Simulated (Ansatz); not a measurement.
Mulliken charges of C$_{3}$H$_{4}$ClFSi, SMILES `C#C[Si](C)(F)Cl` from PBE/def2-TZVPP in Ansatz (PBE0-D4/def2-TZVP geometry).

```json
{"atom": "C1", "x (Å)": "-2.412", "y (Å)": "-0.900", "z (Å)": "0.508", "charge (e)": "0.017"}
{"atom": "C2", "x (Å)": "-1.453", "y (Å)": "-0.237", "z (Å)": "0.202", "charge (e)": "-0.365"}
{"atom": "Si3", "x (Å)": "0.026", "y (Å)": "0.717", "z (Å)": "-0.235", "charge (e)": "0.645"}
{"atom": "C4", "x (Å)": "1.567", "y (Å)": "-0.283", "z (Å)": "-0.150", "charge (e)": "-0.391"}
{"atom": "F5", "x (Å)": "-0.172", "y (Å)": "1.275", "z (Å)": "-1.711", "charge (e)": "-0.259"}
{"atom": "Cl6", "x (Å)": "0.143", "y (Å)": "2.331", "z (Å)": "1.008", "charge (e)": "-0.211"}
{"atom": "H7", "x (Å)": "-3.265", "y (Å)": "-1.481", "z (Å)": "0.777", "charge (e)": "0.211"}
{"atom": "H8", "x (Å)": "2.432", "y (Å)": "0.325", "z (Å)": "-0.421", "charge (e)": "0.117"}
{"atom": "H9", "x (Å)": "1.714", "y (Å)": "-0.667", "z (Å)": "0.862", "charge (e)": "0.119"}
{"atom": "H10", "x (Å)": "1.503", "y (Å)": "-1.131", "z (Å)": "-0.837", "charge (e)": "0.118"}
```

**Question.** By hand: the dipole of these point charges (1 e Å = 4.8032 D).

**Answer.** Σ q r = (-0.115, -0.665, 0.191) e Å, of length 0.701 e Å = 3.37 D.

**Question.** How does the dipole of the full density compare? (Estimate.)

**Answer.** Ansatz gave: (0.050, -0.442, 0.137) e Å, 2.24 D; the point charges give 1.50 times that, at 16° from its direction.

Point charges leave out the atoms' own dipoles, such as those of lone pairs, and Mulliken's split depends on the basis, so the two needn't agree.
